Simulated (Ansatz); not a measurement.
Molecule: C$_{7}$H$_{13}$ (charge 0, doublet). It need not be the lowest isomer of its formula. 
Geometry from a B3LYP-D3(BJ)/def2-TZVP (Ansatz, a program for electronic structure) optimisation:
SMILES: [CH2][C@H]1C[C@@H](C)CC1
```xyz
20

C     -2.5398    -0.1257    -0.6891
C     -1.3001    -0.2367     0.1098
C     -0.7800     1.1085     0.6798
C      0.7562     0.9651     0.8031
C      1.1067    -0.4375     0.2600
C      2.4765    -0.5254    -0.3976
C     -0.0681    -0.7669    -0.6642
H     -2.6396     0.6617    -1.4264
H     -3.3157    -0.8771    -0.6468
H     -1.4715    -0.9268     0.9428
H     -1.2631     1.3470     1.6275
H     -1.0344     1.9133    -0.0131
H      1.1063     1.0952     1.8280
H      1.2582     1.7268     0.2016
H      1.0767    -1.1469     1.0949
H      3.2709    -0.2609     0.3041
H      2.5406     0.1604    -1.2468
H      2.6794    -1.5337    -0.7652
H      0.0320    -0.2196    -1.6080
H     -0.1480    -1.8283    -0.9041
```
Charge 0, spin multiplicity 2.

Basis-set convergence of Hartree-Fock and CCSD(T) correlation energies (hartree) with Ansatz. Valence correlation only, unless marked. Open shells are spin-unrestricted. Spin-orbit coupling is left out. Non-relativistic.

```tsv
basis	functions	E(HF)	E(corr, CCSD(T))
cc-pVDZ	163	-272.62277	-1.08997
cc-pVTZ	392	…	…
```

Q: What belongs in the gaps?

A: 
- cc-pVTZ, E(HF): -272.69474
- cc-pVTZ, E(corr, CCSD(T)): -1.30315
